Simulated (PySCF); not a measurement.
A geometry optimisation on `C(/C(F)(F)F)=C1\C[C@@H](Cl)[C@@H]1C#N`.

Method: PBE0-D3(BJ)/def2-SVP geometry optimisation, gas phase (PySCF 2.14.0). Start geometry: GFN2-xTB. The command runs a driver script over a list of jobs; the input below is this job's line of settings and its coordinates in Å.

Command:
```bash
OMP_NUM_THREADS=1 python probes_run.py task.json out
```

Input:
```
{"job": {"xc": "PBE0", "basis": "def2-SVP", "d3": "d3bj", "grid": 1, "shake": 0.01, "kind": "geom"}, "charge": 0, "multiplicity": 1}
N     -1.149120     2.669790    -0.703320
C     -1.036300     1.696520    -0.165860
C     -0.902670     0.417330     0.467110
C      0.222380    -0.475990    -0.106550
C      1.489600    -0.357710    -0.287530
C      2.258730     0.869720     0.132350
F      1.710320     1.519930     1.161540
F      3.523400     0.553550     0.515480
F      2.389190     1.758840    -0.845920
C     -0.797580    -1.563520    -0.417380
C     -1.939870    -0.645730     0.063990
Cl    -2.900490    -1.283980     1.397430
H     -0.826090     0.573190     1.546430
H      2.071290    -1.118660    -0.734890
H     -0.847390    -1.862010    -1.475170
H     -0.667610    -2.441750     0.187460
H     -2.614310    -0.297690    -0.724990
```

Output:
```
step   0  E = -1082.76688461  max force = 0.097253
step   1  E = -1082.77685042  max force = 0.010089
step   2  E = -1082.77735735  max force = 0.004799
step   3  E = -1082.77730968  max force = 0.004453
step   4  E = -1082.77771153  max force = 0.002163
step   5  E = -1082.77779347  max force = 0.000814
step   6  E = -1082.77786119  max force = 0.000752
step   7  E = -1082.77796139  max force = 0.001328
step   8  E = -1082.77803761  max force = 0.001258
step   9  E = -1082.77812874  max force = 0.001081
step  10  E = -1082.77818598  max force = 0.000738
step  11  E = -1082.77821244  max force = 0.001054
step  12  E = -1082.77822615  max force = 0.000982
step  13  E = -1082.77824042  max force = 0.000710
step  14  E = -1082.77825750  max force = 0.000796
step  15  E = -1082.77826610  max force = 0.000793
step  16  E = -1082.77827393  max force = 0.000395
optimisation converged
```

Energies in Eh; «max force» is the largest Cartesian gradient component in Eh/bohr.

Problem. How much energy does the optimisation release, in kJ/mol?

Solution. E(step 0) − E(last step) = 0.011389 Eh, which is 29.9 kJ/mol.

Problem. At which steps does the energy rise by more than 1e-5 Eh?

Solution. At step 3 (+0.05 mEh).

Summary of the converged run: final energy -1082.77827 Eh after 16 steps; dipole 4.85 D.

Problem. Give the final coordinates.

Solution. 0.283 Å rms from the input after alignment:
```
atom  x, y, z in Å
N1    -1.0913    2.9024   -0.2573
C2    -0.9896    1.8058    0.0965
C3    -0.9142    0.4129    0.4996
C4     0.1834   -0.4929   -0.0504
C5     1.4904   -0.3734   -0.2564
C6     2.3216    0.8082    0.1253
F7     1.6871    1.6256    0.9686
F8     3.4468    0.4042    0.7249
F9     2.6793    1.5225   -0.9443
C10   -0.8069   -1.5850   -0.3621
C11   -1.9330   -0.5576   -0.1602
Cl12  -3.3150   -1.0391    0.8290
H13   -0.9693    0.3367    1.5990
H14    2.0464   -1.1849   -0.7343
H15   -0.7433   -2.0729   -1.3451
H16   -0.8243   -2.3579    0.4231
H17   -2.3186   -0.1550   -1.1052
```

The run took 12 min wall on one thread of an Arm Neoverse N1, no GPU, on a shared host, and the process peaked at 0.92 GiB of memory.
Labels such as C1 count atoms from 1, the log's own numbers from 0.
